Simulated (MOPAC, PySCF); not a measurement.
H3BO3, SMILES `OB(O)O`, neutral singlet in the gas phase. 

Cartesian coordinates (Å):
SMILES: OB(O)O
```xyz
7

O      0.2595     1.1519     0.0751
B      0.0885    -0.2110    -0.0125
O      1.1966    -0.9986    -0.0517
O     -1.1172    -0.8526    -0.0643
H     -0.5436     1.6720     0.1005
H      2.0015    -0.4786    -0.0114
H     -1.8853    -0.2831    -0.0358
```
Charge 0, multiplicity 1.

All levels are single points at this geometry (PBE0-D3(BJ)/def2-TZVP); Pople sets use spherical d functions. Orbital energies aren't observables, and empty levels follow the basis.

SVWN5/6-31G* in PySCF gives dipole (D) = 3.16.

Question: Estimate the dipole (D) from each of these levels: PBE0-D3(BJ)/def2-TZVP in PySCF; ωB97X-D3(BJ)/def2-TZVP in PySCF; B3LYP/3-21G in PySCF; B3LYP/6-31G* in PySCF; PBE/6-31G* in PySCF; HF/3-21G in PySCF; PM6 in MOPAC; PM7 in MOPAC.

Answer: 
```csv
level,dipole (D)
PBE0-D3(BJ)/def2-TZVP in PySCF,3.03
ωB97X-D3(BJ)/def2-TZVP in PySCF,3.07
B3LYP/3-21G in PySCF,3.58
B3LYP/6-31G* in PySCF,3.14
PBE/6-31G* in PySCF,3.04
HF/3-21G in PySCF,3.94
PM6 in MOPAC,3.03
PM7 in MOPAC,2.83
```
